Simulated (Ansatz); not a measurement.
A structure relaxed at r2SCAN-D4/def2-SVP in Ansatz, charge 0, singlet:

```xyz
4

Au   -0.338   -1.597   -0.894
Au   -1.590    1.820    0.958
Si    0.085    0.471    0.263
Si    1.842   -0.694   -0.327
```

Question: Give its formula and point group.

Answer: the cluster Si2Au2. Point group Cs (tolerance 0.1 Å).

Question: Summarise the bond lengths by kind (pairs closer than 1.2 times the sum of covalent radii, bridged metal pairs left out).

Answer: 3 × Au–Si 2.26 to 2.43 Å; 1 × Si–Si 2.19 Å.

In the def2 sets Au takes a core potential; there is no spin–orbit coupling. The restricted singlet is unstable towards broken spin symmetry in Hartree–Fock (as tested in another run); at r2SCAN-D4/def2-SVP this wasn't settled. Another isomer (singlet) lies 0.49 eV lower at PBE0-D4/def2-TZVP; other spin states weren't run for this one.
